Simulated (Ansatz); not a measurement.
Reaction (formal exchange of groups at the Al–Al bond): `[CH3][Al]([CH3])[AlH][Cl]` + GeH₄ → `[Cl][AlH][GeH3]` + `[CH3][AlH][CH3]`

Computed with Ansatz on PBE0-D4/def2-TZVP structures; ΔE is electronic, products minus reactants. CCSD(T)/CBS is the MP2 limit (def2-TZVPP, def2-QZVPP) plus CCSD(T) − MP2 in def2-TZVPP, frozen cores. Functionals use def2-TZVPP. B3LYP here is the variant with VWN-RPA as its local correlation; programs differ in this. For Ge outer-core shells are correlated without core-valence functions, which leaves a few kJ/mol of doubt a bond. Scalar relativity is left out up to krypton. Each species was taken in one conformer, which may not be the lowest.

```csv
level,ΔE (kJ/mol),difference from CCSD(T)/CBS
PBE-D4,-19.4,3.3
ωB97X-V,-21.9,0.8
ωB97M-V,-30.1,-7.4
B2PLYP,-24.9,-2.2
r2SCAN,-26.3,-3.6
B3LYP,-25.3,-2.6
HF/def2-TZVPP,-21.5,1.2
MP2/def2-TZVPP,-25.0,-2.3
SCS-MP2/def2-TZVPP,-22.7,0.0
CCSD/def2-TZVPP,-20.6,2.1
CCSD(T)/def2-TZVPP,-20.0,2.7
MP2/def2-QZVPP,-26.4,-3.7
SCS-MP2/def2-QZVPP,-23.8,-1.1
HF/CBS(def2),-21.1,1.6
MP2/CBS(def2),-27.7,-5.0
CCSD/CBS(def2),-23.3,-0.6
CCSD(T)/CBS,-22.7,0
```

Largest T1 diagnostic among the species: 0.012.
